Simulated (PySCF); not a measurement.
Excitations are Tamm–Dancoff values on a coarser integration grid. The basis has no diffuse functions, so Rydberg states are missing or too high.

Cartesian coordinates (Å):
SMILES: [Sn]([CH3])([CH3])([CH2]C)[CH3]
```xyz
20

C      2.3872     0.7422    -0.6694
C      1.7122    -0.1530     0.3721
Sn    -0.4653    -0.1929     0.1905
C     -0.9953    -0.9294    -1.7876
C     -1.3313    -1.4851     1.7114
C     -1.2301     1.8312     0.4239
H      2.0498     1.7891    -0.5890
H      3.4858     0.7479    -0.5602
H      2.1672     0.4104    -1.6980
H      1.9531     0.1815     1.3948
H      2.0704    -1.1926     0.2899
H     -0.6253    -1.9567    -1.9242
H     -0.5500    -0.2885    -2.5634
H     -2.0881    -0.9284    -1.9159
H     -2.4269    -1.5082     1.6119
H     -1.0763    -1.1152     2.7159
H     -0.9459    -2.5102     1.6047
H     -0.7903     2.4934    -0.3370
H     -0.9764     2.2225     1.4208
H     -2.3245     1.8421     0.3089
```
Charge 0, multiplicity 1.

Task: What LUMO, S1–T1 gap (TDA), T1 excitation (TDA), S1 oscillator strength and total energy does TPSSh-D3(BJ)/def2-TZVP // B3LYP-D3(BJ)/def2-SVP in PySCF give?

Result: 
```
Property                      Result
----------------------  ------------
LUMO                         0.25 eV
S1–T1 gap (TDA)              0.48 eV
T1 excitation (TDA)          6.01 eV
S1 oscillator strength         0.057
total energy            -413.3038 Ha
```
